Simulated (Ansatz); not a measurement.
Reaction (ligand exchange at the Si–O bond): `O[SiH2][SiH](O)F` + H₂S → `O[SiH2][SiH](F)S` + H₂O

Isolated molecules relaxed with PBE0-D4/def2-TZVP in Ansatz; ΔE leaves out vibrations. CCSD(T)/CBS is the MP2 limit (def2-TZVPP, def2-QZVPP) plus CCSD(T) − MP2 in def2-TZVPP, frozen cores. This one scheme is used for every species. DFT in def2-TZVPP. One conformer a species, not always the lowest.

CCSD(T)/CBS gives +39.6 kJ/mol.

Another level gave +35.3 kJ/mol. Which?
A. HF/def2-TZVPP
B. r2SCAN/def2-TZVPP
C. PBE0/def2-TZVPP
D. PBE-D4/def2-TZVPP

C. PBE0 35.3, PBE-D4 29.1, r2SCAN 40.4, HF/def2-TZVPP 60.0 kJ/mol.

Largest T1 diagnostic among the species: 0.012.

The D4 term adds −5.5 kJ/mol with B3LYP and −3.1 kJ/mol with PBE0; it sums over pairs of atoms, weighted by their polarisabilities, and B3LYP, whose exchange is more repulsive, gets the larger term. In def2-TZVPP, CCSD(T) changes the Hartree–Fock value by −14.8 kJ/mol (the triples alone add −3.2 kJ/mol) and MP2 by −18.3 kJ/mol.

B3LYP here is the variant with VWN-RPA as its local correlation; programs differ in this.
